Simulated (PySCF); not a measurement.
## Fractional electron number in Nd⁺ (neodymium, charge +1)

The 6s alpha orbital of [Xe] 4f4 6s1 is emptied in steps (occupation f), with all orbitals relaxed, ending at [Xe] 4f4. All numbers are calculated (PySCF 2.14, scalar relativity through the core potential, in def2-TZVP with the def2 core potential (28 electrons) (10s7p5d4f1g, 93 functions)). The exact energy is a straight line in f; departures are measured from the line between the end points of the same method.

Among UHF, LDA, PBE, which shows the largest delocalisation error (convex curve), and which is closest to linear?

Most convex: PBE (-0.627 eV at f = 0.5); closest to linear: UHF (0.008 eV).

| f | UHF (eV) | LDA (eV) | PBE (eV) |
| --- | --- | --- | --- |
| 1 | 0.000 | 0.000 | 0.000 |
| 0.9 | 0.003 | -0.219 | -0.223 |
| 0.7 | 0.007 | -0.506 | -0.524 |
| 0.5 | 0.008 | -0.594 | -0.627 |
| 0.3 | 0.007 | -0.490 | -0.529 |
| 0.1 | 0.003 | -0.202 | -0.224 |
| 0 | 0.000 | 0.000 | 0.000 |

| method | E(f=0) − E(f=1) (eV) | −ε at f=1 (eV) | −ε at f=0.5 (eV) |
| --- | --- | --- | --- |
| UHF | 10.115 | 10.150 | 10.114 |
| LDA | 11.270 | 8.835 | 11.315 |
| PBE | 11.072 | 8.594 | 11.054 |

Reference removal energy between the ground levels: 10.783 ± 0.02 eV (semi-empirical (NIST evaluation); NIST Atomic Spectra Database, ionization energies). The calculation has no spin-orbit coupling. UHF lacks correlation.
